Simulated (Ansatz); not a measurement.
The cluster Mo3S7⁻. Charge -1, multiplicity 2. Geometry r2SCAN-D4/def2-SVP; atoms count from 1.

```xyz
10

Mo    0.8168    0.5958    1.3609
Mo   -1.2446   -1.2127   -0.2300
Mo    0.5030    1.3493   -0.8973
S     2.3834    1.4219   -1.9081
S    -3.3513   -1.5222   -0.0402
S     2.8879    0.2124    1.7157
S     0.1383    2.7962    0.9124
S    -0.2911   -2.9733   -0.9490
S    -1.2016    0.3387   -2.0034
S    -0.6408   -1.0060    2.0389
```

In the def2 sets Mo takes a core potential; there is no spin–orbit coupling. The structure comes from a short search, and lower isomers may exist.

Question: Estimate the Mulliken populations from the PBE0/def2-SVP orbitals of Ansatz.

Answer: 
```csv
atom,charge (e),spin (α − β),d electrons
Mo1,0.10,0.29,4.76
Mo2,0.06,0.10,4.67
Mo3,0.10,0.29,4.76
S4,-0.17,0.18,–
S5,-0.13,-0.02,–
S6,-0.17,0.19,–
S7,-0.24,0.00,–
S8,-0.13,0.02,–
S9,-0.21,-0.02,–
S10,-0.21,-0.02,–
```
Mulliken values depend strongly on the basis.

Question: Where does the spin sit?

Answer: Summed by element: Mo 0.68, S 0.32, of 1 unpaired in all. Largest on single atoms: Mo3 0.29, Mo1 0.29, S6 0.19.

Question: And the Mayer bond orders between heavy atoms (over 0.3)?

Answer: Mo1–Mo2 0.34 (3.17 Å); Mo1–Mo3 1.66 (2.40 Å); Mo1–S6 2.18 (2.14 Å); Mo1–S7 1.08 (2.35 Å); Mo1–S10 1.20 (2.27 Å); Mo2–Mo3 0.34 (3.17 Å); Mo2–S5 2.19 (2.14 Å); Mo2–S8 2.12 (2.13 Å); Mo2–S9 0.99 (2.36 Å); Mo2–S10 0.99 (2.36 Å); Mo3–S4 2.18 (2.14 Å); Mo3–S7 1.08 (2.35 Å); Mo3–S9 1.20 (2.27 Å).
